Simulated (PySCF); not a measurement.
Does the answer move with the share of exact exchange?

Species: C₂H₃BN₂Se.
SMILES: `N#C[BH2-][N+]#C[SeH]`

PySCF, def2-SVPD basis, density fitting, gas phase, PBE0-D3(BJ)/def2-SVP geometry; singlet excitations by full TDDFT with frozen cores, triplets by Tamm–Dancoff TDDFT and ionisation energies by ΔSCF, from the lowest of the holes tried. One functional is left out:

```tsv
functional	exact exchange (%)	HOMO energy (eV)	LUMO energy (eV)	lowest singlet excitation (eV)	lowest triplet excitation (eV)	dipole moment (D)	mean polarisability (au)	vertical ionisation energy (eV)
LDA	0	-6.85	-3.65	3.25	3.17	9.317	86.9	9.61
PBE	0	-6.71	-3.49	3.26	3.17	9.329	85.9	9.46
B3LYP	20	-7.72	-2.84	4.03	3.88	9.712	81.9	9.83
BHandHLYP	50	-9.08	-1.64	4.78	4.43	10.021	77.7	10.10
```

Q: Predict the row of PBE0 (25 % exact exchange) by straight lines through the other rows, and check it.

A: 
| property | line | computed | computed − line | B3LYP (20 %), for comparison |
| --- | --- | --- | --- | --- |
| HOMO energy (eV) | -7.94 | -7.94 | 0.00 | -7.72 |
| LUMO energy (eV) | -2.62 | -2.61 | +0.01 | -2.84 |
| lowest singlet excitation (eV) | 4.06 | 4.21 | +0.15 | 4.03 |
| lowest triplet excitation (eV) | 3.85 | 4.01 | +0.16 | 3.88 |
| dipole moment (D) | 9.701 | 9.657 | -0.044 | 9.712 |
| mean polarisability (au) | 81.8 | 81.2 | -0.6 | 81.9 |
| vertical ionisation energy (eV) | 9.84 | 9.87 | +0.03 | 9.83 |

Q: Which of these properties follows the share of exact exchange most closely, and which least?

A: Most closely the HOMO energy, least the vertical ionisation energy; the correlations over the tabulated rows are HOMO energy -0.999, LUMO energy 0.997, lowest singlet excitation 0.994, mean polarisability -0.988, dipole moment 0.987, lowest triplet excitation 0.986, vertical ionisation energy 0.968. The HOMO energy moves by -0.460 eV for every 10 %. Functionals with the same share still differ in their other parts: at 0 % LDA and PBE differ by 0.14 eV in it.
